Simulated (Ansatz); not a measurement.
Geometry optimisation, UKS PBE0-D4/def2-SVP (Ansatz).

input.yaml

```yaml
crystal:
  periodic: [false, false, false]
  atoms:
    - { symbol: Zn, position_ang: [-1.592438, 0.310503, -0.908755] }
    - { symbol: F, position_ang: [0.67969, -0.876178, -2.617797] }
    - { symbol: Cl, position_ang: [-3.42302, 0.390151, -1.922996] }
    - { symbol: H, position_ang: [1.046267, -0.54755, -1.850812] }
    - { symbol: O, position_ang: [0.031978, 0.352128, -0.041678] }
    - { symbol: Si, position_ang: [0.657724, 0.139863, 1.471004] }
    - { symbol: H, position_ang: [-0.129883, 0.897658, 2.496265] }
    - { symbol: H, position_ang: [2.067214, 0.63653, 1.495732] }
    - { symbol: H, position_ang: [0.662369, -1.303306, 1.879037] }
magnetization:
  spin_polarized: true
basis:
  gaussian: { orbitals: def2-SVP }
hamiltonian:
  xc: pbe0
  dispersion: d4
relax:
  f_tol: 0.03
  max_steps: 50
```

Launched with:

```bash
$ ansatz run input.yaml --threads 4 --pin off --max-ram 5120MiB --backend cpu --events-out ev --progress --plain --runs-dir out
```

Q: Where does it end, and by what steps?

A: It converged. The force dipped under the threshold on the way, but the program's further checks kept it going. After 15 steps the energy has fallen by 0.533 eV; F2 moved furthest, 0.53 Å. Joined: Zn1–F2 (3.08 → 2.13 Å).

| step | energy less start (eV) | largest force component (eV/Å) | accepted |
| --- | --- | --- | --- |
| 0 | 0.0000 | 1.224 | yes |
| 1 | -0.2073 | 0.666 | yes |
| 2 | -0.4047 | 0.572 | yes |
| 3 | -0.4468 | 1.264 | yes |
| 4 | -0.5169 | 0.239 | yes |
| 5 | -0.5248 | 0.075 | yes |
| 6 | -0.5284 | 0.052 | yes |
| 7 | -0.5298 | 0.105 | yes |
| 8 | -0.5293 | 0.087 | no |
| 9 | -0.5305 | 0.025 | yes |
| 10 | -0.5313 | 0.034 | yes |
| 11 | -0.5325 | 0.060 | yes |
| 12 | -0.5329 | 0.084 | yes |
| 13 | -0.5331 | 0.059 | yes |
| 14 | -0.5332 | 0.047 | yes |
| 15 | -0.5334 | 0.011 | yes |

```xyz
9
Properties=species:S:1:pos:R:3
Zn -1.291 0.106 -1.222
F 0.359 -0.502 -2.432
Cl -3.274 0.427 -1.840
H 0.717 -0.400 -1.511
O 0.218 -0.014 -0.161
Si 0.704 0.072 1.422
H -0.240 0.932 2.202
H 2.074 0.664 1.494
H 0.734 -1.285 2.049
```

Run time: 99 s on 4 threads of Arm Neoverse N1 (shared host), peak memory 0.43 GiB.
